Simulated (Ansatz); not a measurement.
Pt3W, relaxed as a singlet with RKS PBE-D4/def2-SVP in Ansatz, starting from the GFN1-xTB geometry. Force threshold 0.02 eV/Å.

In the def2 sets Pt, W take a core potential; there is no spin–orbit coupling. The structure comes from a short search, and lower isomers may exist.

Start:

```tsv
atom	x (Å)	y (Å)	z (Å)
W1	0.932	0.672	0.160
Pt2	-0.681	-0.124	1.687
Pt3	0.735	-1.529	-0.668
Pt4	-0.986	0.981	-1.179
```

```
step  energy (eV)  largest force component (eV/Å)  SCF passes
   1  -11572.8440                           3.759          63
   2  -11573.9288                           1.414          35
   3  -11574.6608                           1.444          38
   4  -11574.9442                           0.508          31
   5  -11574.9918                           0.176          35
   6  -11575.0035                           0.004          35
```

Force components are those of the run's own axes.

End:

Cartesian coordinates in Å:
```
W 0.307 0.221 0.053
Pt -0.561 0.050 2.139
Pt 1.194 -1.691 -0.779
Pt -0.940 1.419 -1.412
```

Bonds lost: Pt2–Pt3, Pt2–Pt4, Pt3–Pt4 (atoms count from 1).

No frequencies were taken in this run, so the end may be a saddle point.

Run time 20 s (4 threads of Arm Neoverse N1 on a shared host).
